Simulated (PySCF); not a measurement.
System: difluoro(methoxy)borane, CH3BF2O, charge 0, multiplicity 1. 
Geometry from a B3LYP-D3(BJ)/def2-TZVP (Ansatz) optimisation:
SMILES: COB(F)F
```xyz
8

B      0.5203     0.0419    -0.1057
F      0.6107    -1.2756    -0.2944
F      1.6246     0.7613    -0.2492
O     -0.6252     0.6558     0.2181
C     -1.8617    -0.0378     0.3927
H     -2.2224     0.1546     1.4024
H     -2.5803     0.3556    -0.3254
H     -1.7443    -1.1109     0.2434
```
Charge 0, spin multiplicity 1.

Dispersion corrections to the total energy (kcal/mol) from the dftd3 and dftd4 libraries through PySCF: D3(BJ) without and D4 with the three-body term, each with the damping fitted for the functional named.

```tsv
functional	D3(BJ)	D4
PBE	-2.41	-2.57
BLYP	-5.04	-5.86
B2GP-PLYP	?	-1.05
PBE0	-2.01	-2.13
r2SCAN	-0.64	-0.63
BP86	-3.58	?
HSE06	-1.44	?
```

Question: Some entries are withheld; supply them.

Answer: 
- B2GP-PLYP, D3(BJ): -1.31
- BP86, D4: -3.29
- HSE06, D4: -1.95
